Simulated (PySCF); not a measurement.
**Low-lying terms of Sr²⁺ (strontium, charge +2)**

Ground state [Kr], ¹S. Calculation: PySCF 2.14, in aug-cc-pVTZ-X2C with one added diffuse shell each of s, p, d, f type (9s8p6d3f, 84 functions); the spin-free X2C one-electron Hamiltonian (Gaussian nucleus). Vertical excitation energies in eV without spin-orbit coupling; excited terms of each kind are numbered among those the solver found. Frozen: [Ar].

| term | leading excitation | EOM-EE-CCSD |
| --- | --- | --- |
| 1 3P° | 4p → d | 22.248 |
| 1 3F° | 4p → d | 23.183 |
| 2 3P° | 4p → s | 23.950 |
| 1 1P° | 4p → s | 24.295 |
| 1 1D° | 4p → d | 24.379 |
| 1 1F° | 4p → d | 24.389 |
| 1 3S | 4p → p | 27.225 |
| 1 3D | 4p → p | 27.925 |
| 1 1D | 4p → p | 28.127 |
| 1 1P | 4p → p | 28.322 |
| 1 3P | 4p → p | 28.355 |
| 1 1S | 4p → p | 29.199 |
| 2 3S | 4p → p | 34.459 |

The spin-orbit splitting of the hole, absent here, rivals or exceeds the spacing of these terms, so the LS terms are model states.

The solver can miss terms. Rydberg members are limited by the diffuse functions of the basis.
